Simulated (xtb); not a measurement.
xtb input (GFN1-xTB):

```bash
xtb mol.xyz --gfn 1 --opt tight --chrg 0 --uhf 0
```
mol.xyz:
```
16

C      2.19509740    -1.81706541    -0.02970872
O      1.58301825    -0.55218569    -0.13128672
Al     0.00000000     0.00000000     0.00000000
O     -0.33848417     1.63606316    -0.19187974
C      0.44274252     2.77706234    -0.46148209
O     -1.24453409    -1.08387747     0.32316646
C     -2.63783991    -0.95999693     0.49119080
H      1.47273461    -2.61178817     0.18186247
H      2.93923315    -1.80600689     0.77180317
H      2.70732416    -2.05775650    -0.96564310
H      0.10198117     3.24998001    -1.38696153
H      1.50524287     2.53664144    -0.56846526
H      0.33389015     3.50172962     0.35048474
H     -2.92525982    -1.31809832     1.48388150
H     -2.97797749     0.07514673     0.38660279
H     -3.15716881    -1.56984793    -0.25356478
```

Output:

```
           -------------------------------------------------
          |                Calculation Setup                |
           -------------------------------------------------

           -------------------------------------------------
          |                 G F N 1 - x T B                 |
           -------------------------------------------------

        Reference                      10.1021/acs.jctc.7b00118
      * Hamiltonian:
        H0-scaling (s, p, d)           1.850000    2.250000    2.000000
        zeta-weighting                 0.000000
      * Dispersion:
        s8                             2.400000
        a1                             0.630000
        a2                             5.000000
        s9                             0.000000
      * Repulsion:
        kExp                           1.500000
        rExp                           1.000000
      * Coulomb:
        alpha                          2.000000
        third order                    atomic
        anisotropic                    false
      * Halogen bond correction:
        rad-scale                      1.300000
        damping                        0.440000

          ...................................................
          :                      SETUP                      :
          :.................................................:
          :  # basis functions                  52          :
          :  # atomic orbitals                  51          :
          :  # shells                           33          :
          :  # electrons                        42          :
          :  # halogen bonds                     0          :
          :  max. iterations                   250          :
          :  Hamiltonian                  GFN1-xTB          :
          :  restarted?                      false          :
          :  GBSA solvation                  false          :
          :  PC potential                    false          :
          :  electronic temp.          300.0000000     K    :
          :  accuracy                    1.0000000          :
          :  -> integral cutoff          0.2500000E+02      :
          :  -> integral neglect         0.1000000E-07      :
          :  -> SCF convergence          0.1000000E-05 Eh   :
          :  -> wf. convergence          0.2000000E-04 e    :
          :  Broyden damping             0.4000000          :
          :  net charge                          0          :
          :  unpaired electrons                  0          :
          ...................................................

 iter      E             dE          RMSdq      gap      omega  full diag
   1    -26.8570387 -0.268570E+02  0.731E+00    5.34       0.0  T
   2    -26.9108422 -0.538036E-01  0.431E+00    5.22       1.0  T
   3    -26.9104175  0.424781E-03  0.997E-01    5.39       1.0  T
   4    -26.9123131 -0.189568E-02  0.203E-01    5.10       1.0  T
   5    -26.9135356 -0.122251E-02  0.284E-02    5.25       1.0  T
   6    -26.9135480 -0.123950E-04  0.135E-02    5.25       1.9  T
   7    -26.9135496 -0.158682E-05  0.103E-03    5.25      24.4  T
[...]
        28                         -0.0764426              -2.0801
        29                         -0.0764426              -2.0801
        30                         -0.0640663              -1.7433
        31                         -0.0631743              -1.7191
        32                          0.0109129               0.2970
       ...                                ...                  ...
        51                          1.0488593              28.5409
      -------------------------------------------------------------
                  HL-Gap            0.1844844 Eh            5.0201 eV
             Fermi-level           -0.3520431 Eh           -9.5796 eV

  Mulliken/CM5 charges         n(s)   n(p)   n(d)
     1C     0.19080  0.07463   0.964  2.845  0.000
     2O    -0.49956 -0.56529   1.638  4.862  0.000
     3Al    0.73743  0.75790   0.698  1.073  0.492
     4O    -0.49956 -0.56529   1.638  4.862  0.000
     5C     0.19080  0.07463   0.964  2.845  0.000
     6O    -0.49956 -0.56529   1.638  4.862  0.000
     7C     0.19080  0.07463   0.964  2.845  0.000
     8H     0.02548  0.08420   0.975  0.000  0.000
     9H     0.01873  0.07691   0.981  0.000  0.000
    10H     0.01873  0.07691   0.981  0.000  0.000
    11H     0.01873  0.07691   0.981  0.000  0.000
    12H     0.02548  0.08420   0.975  0.000  0.000
    13H     0.01873  0.07691   0.981  0.000  0.000
    14H     0.01873  0.07691   0.981  0.000  0.000
    15H     0.02548  0.08420   0.975  0.000  0.000
    16H     0.01873  0.07691   0.981  0.000  0.000

Wiberg/Mayer (AO) data.
largest (>0.10) Wiberg bond orders for each atom

 ---------------------------------------------------------------------------
     #   Z sym  total        # sym  WBO       # sym  WBO       # sym  WBO
 ---------------------------------------------------------------------------
     1   6 C    3.927 --    10 H    0.980     9 H    0.980     8 H    0.972
                             2 O    0.935
     2   8 O    2.181 --     3 Al   1.124     1 C    0.935
     3  13 Al   3.595 --     2 O    1.124     4 O    1.124     6 O    1.124
     4   8 O    2.181 --     3 Al   1.124     5 C    0.935
     5   6 C    3.927 --    11 H    0.980    13 H    0.980    12 H    0.972
                             4 O    0.935
     6   8 O    2.181 --     3 Al   1.124     7 C    0.935
     7   6 C    3.927 --    14 H    0.980    16 H    0.980    15 H    0.972
                             6 O    0.935
     8   1 H    1.005 --     1 C    0.972
     9   1 H    1.013 --     1 C    0.980
    10   1 H    1.013 --     1 C    0.980
    11   1 H    1.013 --     5 C    0.980
    12   1 H    1.005 --     5 C    0.972
    13   1 H    1.013 --     5 C    0.980
    14   1 H    1.013 --     7 C    0.980
    15   1 H    1.005 --     7 C    0.972
    16   1 H    1.013 --     7 C    0.980
 ---------------------------------------------------------------------------

Topologies differ in total number of bonds
Writing topology from bond orders to xtbtopo.mol

 dipole moment from electron density (au)
     X       Y       Z
   0.0000   0.0000   0.0000  total (Debye):    0.000

           -------------------------------------------------
          |                Geometry Summary                 |
           -------------------------------------------------

      molecular mass/u    :      120.0834277
   center of mass at/Å    :       -0.0000000       0.0000000      -0.0000000
Note: The following floating-point exceptions are signalling: IEEE_DENORMAL
normal termination of xtb
  moments of inertia/u·Å² :        0.2795661E+03   0.2795661E+03   0.5495376E+03
rotational constants/cm⁻¹ :        0.6029926E-01   0.6029926E-01   0.3067603E-01

 * 15 selected distances

     #   Z          #   Z                                           value/Å
     1   6 C        2   8 O                                       1.4227215
     2   8 O        3  13 Al                                      1.6907675
     3  13 Al       4   8 O                                       1.6907675
     4   8 O        5   6 C                                       1.4227215
     3  13 Al       6   8 O                                       1.6907675 (max)
     6   8 O        7   6 C                                       1.4227215
     1   6 C        8   1 H                                       1.0979910
     1   6 C        9   1 H                                       1.0977241
     1   6 C       10   1 H                                       1.0977241
     5   6 C       11   1 H                                       1.0977241
     5   6 C       12   1 H                                       1.0979910
     5   6 C       13   1 H                                       1.0977241
     7   6 C       14   1 H                                       1.0977241
     7   6 C       15   1 H                                       1.0979910
     7   6 C       16   1 H                                       1.0977241 (min)

 * 3 distinct bonds (by element types)

   Z      Z             #   av. dist./Å        max./Å        min./Å
   1 H    6 C           9     1.0978131     1.0979910     1.0977241
   6 C    8 O           3     1.4227215     1.4227215     1.4227215
   8 O   13 Al          3     1.6907675     1.6907675     1.6907675

optimized geometry written to: xtbopt.xyz

           -------------------------------------------------
          | TOTAL ENERGY              -26.715679400030 Eh   |
          | GRADIENT NORM               0.000074244567 Eh/α |
          | HOMO-LUMO GAP               5.020074771199 eV   |
           -------------------------------------------------

------------------------------------------------------------------------
------------------------------------------------------------------------
 total:
 SCF:
 ANC optimizer:
```
